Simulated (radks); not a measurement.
Problem. Ge+, configuration [Ar] 3d10 4s2 4p1 (the NIST ground configuration). Method: scalar-relativistic Kohn-Sham, MS2 meta-GGA, spin-polarised, spherical densities, finite nucleus; open shells are filled with parallel spins first; meta-GGA in the generalised Kohn-Sham scheme; Fermi nuclear charge, rms radius 4.0742 fm; computed with a radial shooting solver on a logarithmic mesh with Libxc functionals. Some entries of the table are withheld. Estimate them.

orbital  occ.  eigenvalue (hartree)  <1/r> (bohr^-1)
1s up       1             -403.8558            32.40
1s down     1             -403.8545            32.40
2s down     1             -51.05698            7.125
2s up       1             -51.05689            7.125
2p up       3             -44.51783            6.965
2p down     3             -44.51689            6.964
3s up       1              -6.67098            2.284
3s down     1              -6.67001            2.284
3p up       3              -4.65462            2.127
3p down     3              -4.65320            2.127
3d up       5              -1.41204            1.778
3d down     5              -1.40823            1.782
4s up       1              -0.75018           0.6348
4s down     1              -0.71064           0.6410
4p up       1                   (1)              (2)
4p down     0                   (3)              (4)

Solution. 
(1) 4p up eigenvalue (hartree): -0.42942
(2) 4p up <1/r> (bohr^-1): 0.5063
(3) 4p down eigenvalue (hartree): -0.38588
(4) 4p down <1/r> (bohr^-1): 0.5089
